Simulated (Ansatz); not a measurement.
`B[SiH](Cl)O[SiH3]` + NH₃ → `N[SiH](Cl)O[SiH3]` + BH₃ at 600 K and 1 bar (cleavage of the Si–B bond).

Calculated with Ansatz (gas phase, PBE0-D4/def2-TZVP geometries, no zero-point term in ΔE). CCSD(T)/CBS is the MP2 limit (def2-TZVPP, def2-QZVPP) plus CCSD(T) − MP2 in def2-TZVPP, frozen cores. This one scheme is used for every species. Each species was taken in one conformer, which may not be the lowest.

| species | CCSD(T)/CBS energy (Eh) | H − E (kJ/mol) | S (J/(mol·K)) |
| --- | --- | --- | --- |
| `B[SiH](Cl)O[SiH3]` | -1141.61292 | 233.2 | 513.1 |
| NH₃ | -56.50880 | 112.4 | 219.5 |
| `N[SiH](Cl)O[SiH3]` | -1171.60384 | 248.1 | 498.3 |
| BH₃ | -26.55200 | 91.5 | 217.3 |

H − E and S are ideal-gas, rigid-rotor, harmonic terms from PBE0-D4/def2-TZVP, for one conformer and one mirror image of each species. 1 Eh = 2625.50 kJ/mol, R = 8.31446 J/(mol·K).

By hand: ΔE, ΔH, ΔS and ΔG.

ΔE = (-1171.60384) + (-26.55200) − (-1141.61292) − (-56.50880) = -0.03412 Eh = -89.6 kJ/mol. Δ(H − E) = 248.1 + 91.5 − 233.2 − 112.4 = -6.0, so ΔH = -95.6 kJ/mol. ΔS = 498.3 + 217.3 − 513.1 − 219.5 = -17.0 J/(mol·K). ΔG = -95.6 − 600 × (-17.0)/1000 = -85.4 kJ/mol.

By hand: the equilibrium constant, and the temperature at which ΔG would vanish if ΔH and ΔS stayed fixed.

log₁₀ K = −ΔG/(RT ln 10) = 7.4. ΔG = 0 at ΔH/ΔS = 5624 K, far beyond where these terms or the molecules hold.

ΔH outweighs TΔS. A doubt of 5 kJ/mol in ΔE shifts log₁₀ K by 0.4 here. Other conformers and mirror images would add mixing entropy, several J/(mol·K) or more a flexible species. Modes under 60 cm⁻¹, often nearly free rotors, make the harmonic entropy too high. These are equilibria of isolated gas molecules and say nothing of rates. Largest T1 diagnostic: 0.011 (customary marks: 0.02 for closed shells, 0.045 for open ones).
